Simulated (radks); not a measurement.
Values are calculated unless marked as measured or tabulated.
O3+, 5 electrons, occupied as [He] 2s2 7s1 (not the ground configuration).

Code: a radial shooting solver on a logarithmic mesh with Libxc functionals. Model: Dirac Kohn-Sham, PBEsol, spin-unpolarised, spherical densities, finite nucleus; Fermi nuclear charge, rms radius 2.6991 fm.

Energy parts (eV):
total: -1859.053
kinetic: 1859.068
electron-nucleus: -4028.676
Hartree: 468.300
exchange-correlation: -157.744

Orbitals (lengths in bohr, moments of r in powers of bohr):
orbital  occ.  eigenvalue (eV)    <1/r>  small-component weight
1s1/2       2        -615.9690    7.642                7.76e-04
2s1/2       2        -100.0981    1.566                1.29e-04
7s1/2       1          -4.7227  0.09115                5.35e-06

The highest occupied level is 7s1/2 at -4.723 eV. Summed over all electrons, <r^2> = 284.0 bohr^2, which gives a Langevin (diamagnetic) susceptibility term of -225 x 10^-6 cm^3/mol. The density falls to 0.001 e/bohr^3 at r = 2.16 bohr.
